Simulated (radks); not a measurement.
Values are calculated unless marked as measured or tabulated.
Ionisation of Si+, [Ne] 3s2 3p1, to Si2+, [Ne] 3s2, under several functionals. Non-relativistic Kohn-Sham, spin-unpolarised, spherical densities, point nucleus; a radial shooting solver on a logarithmic mesh with Libxc functionals.

| functional | E(Si+) (hartree) | Exc (hartree) | IE (eV) | -e(HOMO) (eV) | <r> HOMO (bohr) | IE error (eV) |
|---|---|---|---|---|---|---|
| LDA (Slater exchange, Perdew-Zunger correlation) | -287.90387 | -19.31192 | 16.126 | 11.765 | 2.450 | -0.219 |
| exchange-only LDA | -286.89620 | -18.27838 | 14.958 | 10.635 | 2.496 | -1.388 |
| exchange-only r2SCAN | -288.54769 | -19.99568 | 14.952 | 10.743 | 2.472 | -1.394 |
| LDA (Slater exchange, VWN5 correlation) | -287.91052 | -19.31870 | 16.121 | 11.758 | 2.449 | -0.225 |
| TPSS | -289.07799 | -20.53184 | 15.971 | 11.655 | 2.456 | -0.375 |
| BLYP | -289.08532 | -20.53384 | 15.901 | 11.528 | 2.467 | -0.445 |
| XLYP | -289.19222 | -20.64392 | 15.931 | 11.557 | 2.472 | -0.415 |
| AM05 | -288.02309 | -19.43660 | 15.953 | 11.617 | 2.452 | -0.393 |
| Tao-Mo meta-GGA | -288.97120 | -20.42075 | 15.904 | 11.583 | 2.444 | -0.442 |
| r2SCAN | -289.02082 | -20.47885 | 15.838 | 11.593 | 2.444 | -0.508 |
| B86b exchange with PBE correlation | -289.04777 | -20.49726 | 16.033 | 11.690 | 2.454 | -0.313 |
| LDA (Slater exchange, Perdew-Wang correlation) | -287.90586 | -19.31385 | 16.120 | 11.758 | 2.450 | -0.226 |

NIST Atomic Spectra Database: 16.346 eV (measured). Closest: LDA (Slater exchange, Perdew-Zunger correlation). The Delta-SCF values span 1.17 eV, the total energies 2.30 hartree. The highest occupied level is 3p. Spin polarisation and multiplet splitting are left out, so open shells lie too high by an amount that depends on their filling.

Beside tabulated values, note that spin-unpolarised runs miss the spin-polarisation part of the exchange energy of open shells.
